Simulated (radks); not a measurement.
Neutral neon, configuration [He] 2s2 2p5.75 3s0.25 (fractional occupations, a model configuration). All-electron calculation, scalar-relativistic Kohn-Sham, LDA (Slater exchange, Perdew-Wang correlation), spin-polarised, spherical densities, finite nucleus; open shells are filled with parallel spins first; Fermi nuclear charge, rms radius 3.0055 fm. Program: a radial shooting solver on a logarithmic mesh with Libxc functionals.

Normalised radial functions P(r) = r R(r), r in bohr:

| r | 2s down | 3s down |
|---|---|---|
| 0.01113 | 0.1452 | 0.0188 |
| 0.01449 | 0.1826 | 0.0237 |
| 0.01902 | 0.2285 | 0.0296 |
| 0.02477 | 0.2800 | 0.0363 |
| 0.03226 | 0.3366 | 0.0436 |
| 0.042 | 0.3943 | 0.0511 |
| 0.05513 | 0.4470 | 0.0578 |
| 0.07179 | 0.4793 | 0.0619 |
| 0.09348 | 0.4762 | 0.0614 |
| 0.1227 | 0.4140 | 0.0530 |
| 0.1598 | 0.2761 | 0.0346 |
| 0.208 | 0.0509 | 0.0048 |
| 0.2731 | -0.2610 | -0.0361 |
| 0.3556 | -0.5976 | -0.0791 |
| 0.463 | -0.8931 | -0.1141 |
| 0.6029 | -1.0642 | -0.1268 |
| 0.7913 | -1.0554 | -0.1049 |
| 1.03 | -0.8801 | -0.0463 |
| 1.342 | -0.6143 | 0.0428 |
| 1.761 | -0.3443 | 0.1517 |
| 2.293 | -0.1541 | 0.2551 |
| 2.986 | -0.0513 | 0.3377 |
| 3.919 | -0.0112 | 0.3882 |
| 5.104 | -0.0016 | 0.3952 |
| 6.646 | -0.0001 | 0.3530 |
| 8.653 | 0.0000 | 0.2664 |
| 11.36 | 0.0000 | 0.1576 |
| 14.79 | 0.0000 | 0.0706 |
| 19.26 | 0.0000 | 0.0223 |

2s down: eigenvalue -38.983 eV, 1 radial node at r = 0.218 bohr, <r> = 0.896 bohr, 90 % of the charge inside 1.44 bohr. 3s down (empty): eigenvalue -1.033 eV, 2 radial nodes at r = 0.216, 1.19 bohr, <r> = 6.16 bohr, 90 % of the charge inside 9.96 bohr.
